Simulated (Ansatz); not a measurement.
```yaml
crystal:
  periodic: [false, false, false]
  atoms:
    - {symbol: C, position_ang: [0.237912, 0.816396, 0.044178]}
    - {symbol: O, position_ang: [0.229708, -0.237632, 0.977471]}
    - {symbol: Sn, position_ang: [-0.330169, -2.094089, 0.705254]}
    - {symbol: F, position_ang: [-0.813849, -1.896158, -1.174971]}
    - {symbol: H, position_ang: [-0.109081, 0.503511, -0.945727]}
    - {symbol: H, position_ang: [-0.407508, 1.626845, 0.399537]}
    - {symbol: H, position_ang: [1.254287, 1.213127, -0.051343]}
basis:
  gaussian: {orbitals: STO-3G, final_grid: {core_spheres: 1, valence_spheres: 1, degree: 3}}
magnetization: {spin_polarized: true, initial_magnetization: 0}
hamiltonian: {xc: {name: r2SCAN}}
```

```sh
$ ansatz run in.yaml --threads 2 --pin off --events-out ev --progress --plain --max-ram 22528MiB --backend cpu
```

Output, abridged:

```
Functional definition: r2SCAN
624 factors; integrals over basis functions are off by at most 4.3e-5 eV
mean field evaluation 1: about -168095.2350 eV, gradient 1.4e1 eV
mean field evaluation 2: about -168082.4091 eV, gradient 4.5e1 eV
mean field evaluation 4: about -168097.0017 eV, gradient 4.1e0 eV
mean field evaluation 8: about -168030.7944 eV, gradient 5.8e1 eV
mean field evaluation 16: about -168117.5710 eV, gradient 7.9e0 eV
mean field evaluation 32: about -168124.9972 eV, gradient 4.3e0 eV
mean field evaluation 64: about -168125.2100 eV, gradient 2.4e-2 eV
mean field evaluation 160: about -168124.6819 eV, gradient 3.7e-1 eV
mean field evaluation 192: about -168124.5952 eV, gradient 3.9e-1 eV
mean field -168125.27681859 eV, -6178.4899636774 hartree, gradient 2.6e-5 eV, S^2 2.707784; 8 other end points of the search recorded, 0 dependent functions left out
reference -168125.27682808 eV, -6178.4899640265 hartree; 38, 38 occupied and 7, 7 virtual orbitals, 624 factors
Total energy: -168125.27682808 eV, -6178.4899640265 hartree
```

**Question.** Something in this input is off. What?

**Answer.** The integration grid is far too coarse. The calculation finished and met its thresholds. The result belongs to that input, not to the molecule as meant.
